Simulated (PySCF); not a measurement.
Ligand exchange on a metal centre used in film growth or etching (Hf OH-SH). All species are isolated molecules in the gas phase. One relaxed conformer stands for each flexible species; it need not be the lowest.

These are PBE-D3(BJ)/def2-TZVP // r2SCAN-D4/def2-SVP (PySCF 2.14.0) values and carry that method's errors. All candidates: neutral, multiplicity 1. 

```json
{
  "LUMO": "-2.33 eV",
  "HOMO": "-6.30 eV",
  "HOMO–LUMO gap": "3.97 eV"
}
```

Q: Identify which member has these values.
A. [Hf(SH)4]
B. [Hf(OH)(SH)3]
C. [Hf(OH)3(SH)]

A: B, [Hf(OH)(SH)3]. The others give [Hf(SH)4]: -2.87 eV, -6.74 eV, 3.88 eV; [Hf(OH)3(SH)]: -0.92 eV, -5.70 eV, 4.78 eV
